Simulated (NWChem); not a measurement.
Molecule: InSiH5; SMILES [SiH3][InH2]

```xyz
7

In    -0.0008     0.6451     0.0007
H      1.5068     1.5124    -0.0071
H     -1.4833     1.5537    -0.0066
Si    -0.0022    -1.9438     0.0009
H      0.5019    -2.4540    -1.3160
H     -1.3627    -2.5277     0.2217
H      0.9068    -2.4842     1.0626
```
Atoms are numbered in this order, from 1.

Geometry: optimised at PBE0/def2-SVP. def2 effective core potentials on In; no spin-orbit coupling.

Task: List the 4 lowest vertical singlet excitations from PBE0/def2-SVP with def2 effective core potentials on In, TDA (NWChem).

Result: 
| state | energy (eV) | oscillator strength | leading excitation (squared amplitude) |
|---|---|---|---|
| S1 | 4.02 | 0.004 | HOMO → LUMO (0.99) |
| S2 | 4.62 | 0.000 | HOMO−1 → LUMO (1.00) |
| S3 | 6.54 | 0.003 | HOMO−3 → LUMO (0.97) |
| S4 | 6.61 | 0.012 | HOMO−2 → LUMO (0.78) |
